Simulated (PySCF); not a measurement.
Cartesian coordinates in Å; atom numbers follow the order of the lines, from 1:
```xyz
12

C     1.6611   -0.1573   -0.0842
Si   -0.1295    0.1856   -0.5001
C    -1.3205   -0.9444    0.3939
C    -0.5036    1.9392    0.0331
N    -0.7235    3.0223    0.3856
H     1.9313   -1.1861   -0.3692
H     1.8377   -0.0381    0.9956
H     2.3289    0.5340   -0.6198
H    -0.3584    0.1594   -1.9741
H    -2.3649   -0.6783    0.1733
H    -1.1700   -0.8821    1.4824
H    -1.1571   -1.9883    0.0829
```

Geometry: PBE0-D3(BJ)/def2-SVP; GIAO absolute shieldings from PySCF, gas phase, non-relativistic, averaged over equivalent atoms.

At PBE/pcSseg-2 (285 basis functions, 47 s wall time on 1 thread of an Arm Neoverse V1, shared host):
```tsv
atoms	σ (ppm)
C4	51.2
C1/C3	183.1
Si2	367.6
N5	-97.2
H9	26.59
H6/H7/H8/H10/H11/H12	30.86
```

Estimate the result of repeating the calculation with mPW1PW91/pcSseg-2.

Results:


```json
{"atoms": "C4", "σ at mPW1PW91/pcSseg-2": "51.3", "change": "+0.1"}
{"atoms": "C1/C3", "σ at mPW1PW91/pcSseg-2": "187.1", "change": "+4.0"}
{"atoms": "Si2", "σ at mPW1PW91/pcSseg-2": "379.6", "change": "+12.0"}
{"atoms": "N5", "σ at mPW1PW91/pcSseg-2": "-102.3", "change": "-5.1"}
{"atoms": "H9", "σ at mPW1PW91/pcSseg-2": "26.87", "change": "+0.28"}
{"atoms": "H6/H7/H8/H10/H11/H12", "σ at mPW1PW91/pcSseg-2": "30.96", "change": "+0.10"}
```

The largest change is at Si2 (silicon bonded to 3 C, H). Cost: 285 basis functions, 37 s wall time on 1 thread of an Arm Neoverse V1, shared host.
